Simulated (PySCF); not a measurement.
Gas-phase reaction: C₃H₅ (allyl) + F + 4 InH = 3 InCH₃ + InF

Computed with PySCF and rigid-rotor harmonic-oscillator thermochemistry at 1 bar. † marks an energy on the PBE0/def2-TZVP geometry and frequencies. MP2 and CCSD(T) freeze the core. Open shells (unrestricted): C₃H₅ (allyl) (multiplicity 2), F (multiplicity 2); the rest are closed-shell singlets. Spin-orbit splitting is ignored; it lowers the true energy and changes the entropy of F. In: scalar-relativistic def2 core potential, no spin-orbit coupling. InH, InCH₃: computed as isolated molecules; such fragments, hydroxides, amides, oligomers or adducts are transient or little studied in the gas. MP2 isn't extrapolated to the basis-set limit. CCSD(T) isn't extrapolated to the basis-set limit. Warning, spin contamination: C₃H₅ (allyl) (CCSD(T)/def2-SVP†, CCSD(T)/def2-TZVPP†, MP2/def2-SVP†).

CCSD(T)/def2-TZVPP† gives ΔH°(298 K) = -786 kJ.

Task: What do MP2/def2-SVP†, CCSD(T)/def2-SVP†, PBE0/def2-QZVP† give?

Result: MP2/def2-SVP†: -806 kJ; CCSD(T)/def2-SVP†: -718 kJ; PBE0/def2-QZVP†: -786 kJ. For scale, ΔH°(298 K) is -786 kJ at this level, -787 kJ at ωB97M-V/def2-TZVP†, and runs from -916 to -519 kJ over the 18 levels computed.
